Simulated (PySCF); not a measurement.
## Structure from NMR data

An unknown has the formula C$_{7}$H$_{8}$FN. Its calculated NMR data are:

1H NMR (500 MHz, computed): δ 7.53 (m, 1H), 7.49 (m, 1H), 7.48 (m, 1H), 7.30 (m, 1H), 4.22 (s, 2H), 0.81 (br s, 2H).

13C{1H} NMR (computed): δ 170.2 (C), 138.8 (C), 133.0 (CH), 129.3 (CH), 129.0 (CH), 120.9 (CH), 44.9 (CH2).

How the numbers were obtained: shieldings: GIAO PBE0/pcSseg-1, structure optimised with GFN2-xTB, in PySCF (equivalent nuclei averaged, isolated molecule, no relativistic terms, one conformer).

Referencing at the same level of theory: 1H and 13C against TMS.

Q: Choose the structure that fits.
A. NCc1ccccc1F
B. Cc1ccc(N)c(F)c1
C. C#CC1=C(F)N(C)CC1
D. C=C(/C=C1/CC=N1)CF

A: A. 

The formula gives 4 degrees of unsaturation (1 ring in the answer). 7 carbon signals for 7 carbons: no two carbons are equivalent. Carbon types of the structure: 2 × C, 4 × CH, 1 × CH2, leaving 2 H on heteroatoms. δC 170.2: aromatic carbon bearing fluorine; σ withdrawal by the attached heteroatom moves it downfield of the ring CH carbons. δC 138.8: substituted aromatic carbon. δC 133.0, 129.3, 129.0, 120.9: aromatic CH. δH 7.53, 7.49, 7.48, 7.30: hydrogen on an aromatic CH; aromatic region. δH 0.81: hydrogen on an amine nitrogen; labile proton, position sensitive to the medium.

The others: C#CC1=C(F)N(C)CC1 would give 4 signals for carbon-bound and other non-exchanging H, not 5; C=C(/C=C1/CC=N1)CF would give 6 signals for carbon-bound and other non-exchanging H, not 5; Cc1ccc(N)c(F)c1 would give 4 signals for carbon-bound and other non-exchanging H, not 5.

The OH or NH signal is concentration- and solvent-dependent in practice; the value given is the gas-phase one. Splittings by 19F in the carbon and heteronuclear signals aren't shown, as no couplings were computed. Shifts are as computed. Against solution values, carbons near 30 ppm lie about +3 ppm off and those near 130 ppm about +5 ppm. Of 1211 compounds with measured shifts, 218 miss one by over three times the rms of a fit or turn the order of signals round; such compounds aren't used in these exercises. No couplings were computed; multiplicities are counted from neighbouring protons, with m where these are inequivalent, close in shift, in a saturated or five-membered ring or joined by F or P, and br s for small geminal =CH2 splittings.
